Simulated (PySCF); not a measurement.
Mg(H)(SiH3) (H4MgSi), SMILES [MgH][SiH3]. Geometry optimised at TPSSh-D3(BJ)/def2-TZVP.

Computed equilibrium geometry at TPSSh-D3(BJ)/def2-TZVP (PySCF confirms it by a frequency run) as bond lengths and angles, and its point group:
point group C3v.
Atoms: Mg1 H2 Si3 H4 H5 H6. Bonded distances (Å): Mg1–H2 1.706, Mg1–Si3 2.591, Si3–H4 1.492, Si3–H5 1.492, Si3–H6 1.492. Bond angles (°): H2–Mg1–Si3 180.0, Mg1–Si3–H4 113.3, Mg1–Si3–H5 113.3, Mg1–Si3–H6 113.3, H4–Si3–H5 105.4, H4–Si3–H6 105.4, H5–Si3–H6 105.4.
